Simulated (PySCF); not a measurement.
## F²⁺: excitation energy

F²⁺ [He] 2s2 2p3 (4S) → F²⁺ [He] 2s1 2p3 3d1 (6D), as a difference of total energies. Calculation: PySCF 2.14, in aug-cc-pVQZ with one added diffuse shell each of s, p, d, f, g type (7s6p5d4f3g, 105 functions); no relativity, point nucleus. Correlated levels: valence: 1s2 frozen. The calculations carry no spin-orbit coupling.

| method | excitation energy (eV) |
| --- | --- |
| UHF | 54.833 |
| LDA | 56.720 |
| PBE | 56.456 |
| PBE0 | 56.549 |
| r2SCAN | 56.108 |
| TPSS | 56.887 |
| wB97X-V | 57.406 |
| M06-L | 56.631 |
| TPSSh | 56.929 |
| MP2 (valence) | 56.850 |
| SCS-MP2 (valence) | 57.349 |

Q: How much does correlation contribute at MP2 (valence)?

A: 56.850 − (54.833) = 2.017 eV, measured against UHF.

The promoted electron is Rydberg-like, and one or two diffuse shells describe it only roughly, which tends to raise the upper state.
